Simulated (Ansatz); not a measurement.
A nudged elastic band was laid between two geometries of CH4BClFN (9 atoms, charge 0, multiplicity 1).

All numbers below come from Ansatz, RKS BLYP/6-31G.

```
movable images  : 5
climbing image  : yes
spring          : 5.0 eV/Å²
optimiser       : quadratic models (default)
start path      : through a guess of the saddle point
force threshold : 0.2 eV/Å
iteration limit : 60
end points      : relaxed
```

Image 0:

```xyz
9
Properties=species:S:1:pos:R:3
B -0.809 0.587 -0.981
F -0.975 0.723 -2.348
N 0.252 -0.173 -0.474
C 0.605 -0.441 0.939
H 0.875 -0.606 -1.159
Cl -2.025 1.435 0.104
H 1.611 -0.053 1.174
H -0.123 0.053 1.595
H 0.589 -1.525 1.149
```

Image 6:

```xyz
9
Properties=species:S:1:pos:R:3
B -1.210 0.863 -0.157
F 0.072 -0.024 -2.602
N -0.258 0.180 0.303
C 0.734 -0.535 1.060
H 0.186 -0.112 -1.640
Cl -2.543 1.819 -0.772
H 1.747 -0.147 0.854
H 0.546 -0.435 2.143
H 0.725 -1.610 0.811
```

What changes between the two ends?

Bonds broken: B1–F2, N3–H5. Bonds formed: F2–H5. CH4BClFN becomes CH3BClN + FH.

Give the energies along the band, and the barrier.

It converged. The highest image is number 4 of 0 to 6, 315.8 kJ/mol above the first end and 22.6 kJ/mol above the last; the last end lies 293.2 kJ/mol above the first. The threshold of 0.2 eV/Å is loose, so the images may lie well off the minimum-energy path. Neighbouring images differ by up to 1.5 eV, so the band resolves the path poorly. Another band between the same ends (5 images) ends at a top of the same energy, where a vibrational analysis finds 1 clearly imaginary mode. The orbitals stay closed-shell, which can raise the energy where a bond breaks towards radicals; this wasn't checked here. Limits of this set-up: no polarisation functions.

```json
{"image": "0", "path coordinate (Å)": "0.00", "energy (kJ/mol)": "0.0", "B1–F2 (Å)": "1.38", "N3–H5 (Å)": "1.02", "F2–H5 (Å)": "2.57"}
{"image": "1", "path coordinate (Å)": "0.52", "energy (kJ/mol)": "13.6", "B1–F2 (Å)": "1.39", "N3–H5 (Å)": "1.02", "F2–H5 (Å)": "2.36"}
{"image": "2", "path coordinate (Å)": "1.04", "energy (kJ/mol)": "54.0", "B1–F2 (Å)": "1.42", "N3–H5 (Å)": "1.03", "F2–H5 (Å)": "2.02"}
{"image": "3", "path coordinate (Å)": "1.56", "energy (kJ/mol)": "200.6", "B1–F2 (Å)": "1.62", "N3–H5 (Å)": "1.17", "F2–H5 (Å)": "1.48"}
{"image": "4", "path coordinate (Å)": "2.07", "energy (kJ/mol)": "315.8", "B1–F2 (Å)": "2.00", "N3–H5 (Å)": "1.61", "F2–H5 (Å)": "1.06"}
{"image": "5", "path coordinate (Å)": "2.64", "energy (kJ/mol)": "298.7", "B1–F2 (Å)": "2.54", "N3–H5 (Å)": "1.96", "F2–H5 (Å)": "0.98"}
{"image": "6", "path coordinate (Å)": "3.21", "energy (kJ/mol)": "293.2", "B1–F2 (Å)": "2.90", "N3–H5 (Å)": "2.01", "F2–H5 (Å)": "0.97"}
```

What is the geometry of the highest image?


```xyz
9
Properties=species:S:1:pos:R:3:forces:R:3
B -0.973 0.699 -0.530 -0.04 0.04 -0.02
F -0.380 0.301 -2.399 0.02 -0.02 0.03
N 0.012 -0.007 -0.060 0.04 -0.04 0.03
C 0.731 -0.534 1.087 -0.04 0.03 0.00
H 0.222 -0.140 -1.648 -0.02 0.02 -0.06
Cl -2.413 1.727 -0.627 0.04 -0.03 0.02
H 1.775 -0.174 1.084 0.00 0.00 0.00
H 0.267 -0.235 2.043 0.00 0.00 -0.01
H 0.760 -1.637 1.049 0.00 0.00 0.00
```

Run time: 2.3 min on 1 thread of Arm Neoverse N1, with other jobs on the host, peak memory 0.24 GiB.
